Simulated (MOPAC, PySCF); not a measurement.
[Hf(OH)4], neutral singlet in the gas phase. 

Cartesian coordinates (Å):
```xyz
9

Hf     0.3936     0.2525    -0.0433
O     -0.9389     0.2191    -1.4559
H     -1.6041     0.1915    -2.1529
O      0.0074    -1.1486     1.2445
H     -0.1941    -1.8292     1.8966
O      2.1554    -0.0323    -0.8104
H      3.0379    -0.1891    -1.1650
O      0.3483     1.9730     0.8555
H      0.3203     2.8351     1.2857
```
Charge 0, spin multiplicity 1.

All levels are single points at this geometry (BP86-D3(BJ)/def2-SVP); Pople sets use spherical d functions. Orbital energies aren't observables, and empty levels follow the basis.

| level | HOMO (eV) | LUMO (eV) | gap (eV) | dipole (D) | vertical IE, Delta-SCF (eV) |
|---|---|---|---|---|---|
| PBE-D3(BJ)/def2-TZVP in PySCF | -6.71 | -0.62 | 6.09 | 0.05 | – |
| TPSSh-D3(BJ)/def2-TZVP in PySCF | -7.46 | -0.13 | 7.32 | 0.05 | – |
| B3LYP/6-31G* (LANL2DZ on Hf) in PySCF | -7.74 | 0.45 | 8.18 | 0.05 | 10.01 |
| B3LYP/LANL2DZ in PySCF | -7.87 | 0.47 | 8.35 | 0.07 | – |
| BP86/6-31G* (LANL2DZ on Hf) in PySCF | -6.44 | -0.01 | 6.42 | 0.05 | – |
| M06-2X/6-31G* (LANL2DZ on Hf) in PySCF | -9.77 | 0.95 | 10.72 | 0.06 | – |
| PBE/6-31G* (LANL2DZ on Hf) in PySCF | -6.33 | -0.06 | 6.27 | 0.05 | – |
| HF/6-31G* (LANL2DZ on Hf) in PySCF | -12.48 | 2.34 | 14.83 | 0.05 | – |
| PM7 in MOPAC | -11.99 | 1.02 | 13.01 | 0.07 | – |
